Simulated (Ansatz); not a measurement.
Basis-set series for the Br atom. Charge 0, multiplicity 2. A free atom.

| functional | basis | functions | energy (Eh) | HOMO (eV) | LUMO (eV) |
| --- | --- | --- | --- | --- | --- |
| PBE0 | def2-SVP | 32 | -2573.49923 | -8.54 | -5.84 |
| PBE0 | def2-QZVPP | 89 | -2573.86454 | -8.78 | -5.95 |
| ωB97M-V | def2-SVP | 32 | -2573.65628 | -10.79 | -3.47 |
| ωB97M-V | def2-QZVPP | 89 | -2574.01875 | -11.05 | -3.69 |

Task: Give the rows for def2-TZVPP. (Best estimate.)

Result: Ansatz gave: 
```json
{"functional": "PBE0", "basis": "def2-TZVPP", "functions": "48", "energy (Eh)": "-2573.81189", "HOMO (eV)": "-8.76", "LUMO (eV)": "-5.95"}
{"functional": "ωB97M-V", "basis": "def2-TZVPP", "functions": "48", "energy (Eh)": "-2573.96783", "HOMO (eV)": "-11.02", "LUMO (eV)": "-3.67"}
```

HOMO and LUMO are taken over both spins. Scalar relativity is left out up to krypton.
